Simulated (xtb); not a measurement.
I₄Ta (SMILES [I][Ta+]([I])([I])[I]), charge +1, singlet, geometry from GFN2-xTB (such geometries of metal compounds can be far from the true shape) (the multiplicity is a formal guess).

Here is a job for xtb.
```
$ xtb mol.xyz --gfn 1 --chrg 1 --vomega --json

# file mol.xyz
5

Ta    -0.00000000     0.00000000     0.00000000
I      2.11003522    -0.60975355    -1.50846892
I      0.78869445     0.38742437     2.51543036
I     -1.14079482     2.22296751    -0.92548858
I     -1.75793485    -2.00063833    -0.08147287
```

### Question
What does this run give for the vertical ionisation energy (with the method's empirical shift), vertical electron affinity (with the method's empirical shift)?

### Answer

```json
{
  "vertical ionisation energy (with the method's empirical shift)": "14.08 eV",
  "vertical electron affinity (with the method's empirical shift)": "6.73 eV"
}
```
